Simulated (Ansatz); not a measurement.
Relaxation of a periodic cell of 19 atoms, C₁₈Se (surface graphene monolayer, adsorbate Se), to a largest force component of 0.03 eV/Å in at most 60 steps.

The calculation used Ansatz 0.2.0, DFT PBEsol, scalar-relativistic, plane waves, PAW. Settings: cutoff 420 eV, k mesh 2x2x1, gaussian smearing 0.02 eV, no spin polarisation.

```xyz
19
Lattice="7.3980 0.0000 0.0000 -3.6990 6.4069 0.0000 0.0000 0.0000 11.0000" Properties=species:S:1:pos:R:3
C 0.000 0.000 1.000
C 1.233 0.712 1.000
C -1.233 2.136 1.000
C 0.000 2.847 1.000
C -2.466 4.271 1.000
C -1.233 4.983 1.000
C 2.466 0.000 1.000
C 3.699 0.712 1.000
C 1.233 2.136 1.000
C 2.466 2.847 1.000
C 0.000 4.271 1.000
C 1.233 4.983 1.000
C 4.932 0.000 1.000
C 6.165 0.712 1.000
C 3.699 2.136 1.000
C 4.932 2.847 1.000
C 2.466 4.271 1.000
C 3.699 4.983 1.000
Se -1.233 3.085 2.760
```

Q: Where does it end, and by what steps?

A: The forces met the threshold. The force dipped under the threshold on the way, but the program's further checks kept it going. Limits of this set-up: coarse k mesh, slab without dipole correction. After 13 steps the energy has fallen by 2.497 eV; Se19 moved furthest, 1.01 Å. Parted: C4–Se19, C16–Se19.

| step | energy less start (eV) | largest force component (eV/Å) | accepted |
| --- | --- | --- | --- |
| 0 | 0.0000 | 6.551 | yes |
| 1 | -1.3205 | 3.476 | yes |
| 2 | -1.9859 | 1.379 | yes |
| 3 | -2.3120 | 0.809 | yes |
| 4 | -2.4508 | 0.359 | yes |
| 5 | -2.4948 | 0.061 | yes |
| 6 | -2.4966 | 0.044 | yes |
| 7 | -2.4968 | 0.053 | yes |
| 8 | -2.4969 | 0.019 | yes |
| 9 | -2.4969 | 0.020 | yes |
| 10 | -2.4970 | 0.012 | yes |
| 11 | -2.4970 | 0.013 | yes |
| 12 | -2.4970 | 0.003 | yes |
| 13 | -2.4970 | 0.003 | yes |

```xyz
19
Lattice="7.3980 0.0000 0.0000 -3.6990 6.4069 0.0000 0.0000 0.0000 11.0000" Properties=species:S:1:pos:R:3
C 0.000 0.041 0.949
C 1.233 0.763 0.935
C -1.233 2.183 1.175
C 0.019 2.911 1.035
C -2.468 4.323 0.950
C -1.233 5.031 0.926
C 2.466 0.050 0.913
C 3.699 0.763 0.935
C 1.240 2.183 0.965
C 2.466 2.898 0.954
C 0.002 4.323 0.950
C 1.236 5.032 0.940
C 4.932 0.041 0.949
C 6.165 0.735 1.023
C 3.692 2.183 0.965
C 4.913 2.911 1.035
C 2.466 4.320 0.959
C 3.696 5.032 0.940
Se -1.233 2.211 3.262
```

Whether the end is a true minimum wasn't checked by a vibrational analysis.

The run took 68 s on 1 thread of Arm Neoverse V1, on a shared host, peak memory 0.62 GiB.
